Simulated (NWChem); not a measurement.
System: C3H6BCl; SMILES CB(C=C)Cl

Input file for NWChem:

```
start job
memory heap 200 mb stack 900 mb global 1100 mb
geometry units angstroms noautosym nocenter noautoz
  B     -0.215478     0.015936    -0.101508
  Cl     0.409950     1.668006    -0.288643
  C     -1.769401    -0.164381    -0.060768
  H     -2.216130     0.245153    -0.982516
  H     -2.192334     0.434163     0.763714
  H     -2.106789    -1.203767     0.056316
  C      0.840567    -1.116445     0.006434
  C      0.514568    -2.411124     0.151059
  H      1.905196    -0.855806    -0.036451
  H      1.269761    -3.201309     0.226164
  H     -0.529207    -2.739542     0.201012
end
basis spherical
  B library def2-svp
  Cl library def2-svp
  C library def2-svp
  H library def2-svp
end
dft
  xc b3lyp
  iterations 150
end
property
  response 1 0.0773
end
task dft property
```

All runs use the structure optimised with PBE0/def2-SVP. B3LYP is NWChem's, with the RPA form of VWN correlation.

Field at 589 nm.

What results follow from this input? (B3LYP/def2-SVP.) Quantities: isotropic polarisability (bohr³); anisotropy (bohr³).


| Quantity | Value |
|---|---|
| isotropic polarisability (bohr³) | 56.4 |
| anisotropy (bohr³) | 41.4 |
